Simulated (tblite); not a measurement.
Isomers of C9H9Cl. Computed with GFN2-xTB (tblite): harmonic, unscaled wavenumbers at the GFN2-xTB geometry, gas phase. This tight-binding method is rough: wavenumbers can miss measured ones by several per cent, in bad cases by 10 to 20. One conformer each.

Electronic energies: GFN2-xTB at the same geometries; isomer energies are rough at this level and their order can be wrong.

```tsv
SMILES	electronic energy, lowest = 0 (kcal/mol)
C#C/C(Cl)=C(/C=C)CC=C	56.0
C=CC1=CC=C(Cl)C=CC1	11.0
ClC[C@]12C=C[C@@H]3[C@H](C=C1)[C@@H]32	0.0
```

Q: How do GFN2-xTB zero-point energies change the relative energies?

A: 
| SMILES | ZPE (kcal/mol) | of it from modes above 1550 cm⁻¹ | electronic (kcal/mol) | with ZPE, lowest = 0 (kcal/mol) | lowest mode (cm⁻¹) | rings |
| --- | --- | --- | --- | --- | --- | --- |
| ClC[C@]12C=C[C@@H]3[C@H](C=C1)[C@@H]32 | 93.9 | 44.3 | 0.0 | 0.0 | 61 | 3 |
| C=CC1=CC=C(Cl)C=CC1 | 92.4 | 46.4 | 11.0 | 9.5 | 60 | 1 |
| C#C/C(Cl)=C(/C=C)CC=C | 89.7 | 50.3 | 56.0 | 51.9 | 41 | 0 |

The zero-point energies span 4.2 kcal/mol, from `C#C/C(Cl)=C(/C=C)CC=C` to `ClC[C@]12C=C[C@@H]3[C@H](C=C1)[C@@H]32`. The order is unchanged.

Q: What do entropy and thermal enthalpy add at 298.15 K and 1 bar (rigid rotor, harmonic oscillator, one conformer each)?

A: 
```json
{"SMILES": "ClC[C@]12C=C[C@@H]3[C@H](C=C1)[C@@H]32", "point group": "C1", "symmetry number": "1", "S (cal/(mol K))": "89.4", "H − H(0) (kcal/mol)": "5.65", "ZPE + H − H(0) − TS (kcal/mol)": "72.8"}
{"SMILES": "C=CC1=CC=C(Cl)C=CC1", "point group": "C1", "symmetry number": "1", "S (cal/(mol K))": "95.7", "H − H(0) (kcal/mol)": "6.56", "ZPE + H − H(0) − TS (kcal/mol)": "70.4"}
{"SMILES": "C#C/C(Cl)=C(/C=C)CC=C", "point group": "C1", "symmetry number": "1", "S (cal/(mol K))": "107.7", "H − H(0) (kcal/mol)": "7.90", "ZPE + H − H(0) − TS (kcal/mol)": "65.5"}
```
